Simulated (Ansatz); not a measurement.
`BC(=C)S[SiH2]F` and `C=C(S)S[SiH2]F` differ in one atom or group.

Ansatz, PBE0-D4/def2-TZVP geometries, multiplicity 1. Each molecule was computed in one conformer, which needn't be the lowest.

```tsv
property	`BC(=C)S[SiH2]F`
LUMO energy (B3LYP/def2-TZVPP) / eV	-2.66
LUMO energy (PBE0/def2-TZVPP) / eV	-2.48
HOMO energy (PBE/def2-TZVPP) / eV	-6.16
size of the dipole moment (B3LYP/def2-TZVPP) / D	1.94
HOMO–LUMO gap (PBE/def2-TZVPP) / eV	2.73
LUMO energy (PBE/def2-TZVPP) / eV	-3.43
```

**Question.** What does the change do to each property? (An estimate is asked.)

**Answer.** The calculation gave: 
```json
{"property": "LUMO energy (B3LYP/def2-TZVPP) / eV", "`C=C(S)S[SiH2]F`": "-0.98", "shift": "1.68"}
{"property": "LUMO energy (PBE0/def2-TZVPP) / eV", "`C=C(S)S[SiH2]F`": "-0.80", "shift": "1.68"}
{"property": "HOMO energy (PBE/def2-TZVPP) / eV", "`C=C(S)S[SiH2]F`": "-5.84", "shift": "0.32"}
{"property": "size of the dipole moment (B3LYP/def2-TZVPP) / D", "`C=C(S)S[SiH2]F`": "0.85", "shift": "-1.09"}
{"property": "HOMO–LUMO gap (PBE/def2-TZVPP) / eV", "`C=C(S)S[SiH2]F`": "4.10", "shift": "1.37"}
{"property": "LUMO energy (PBE/def2-TZVPP) / eV", "`C=C(S)S[SiH2]F`": "-1.73", "shift": "1.70"}
```

With PBE0 the HOMO rises by 0.27 eV and the LUMO rises by 1.68 eV, so the gap widens by about 1.41 eV. PBE moves the HOMO by 0.32 eV and ωB97M-V by 0.24 eV. Dipoles are sizes alone; their direction can turn.

B3LYP here is the variant with VWN-RPA as its local correlation; programs differ in this.
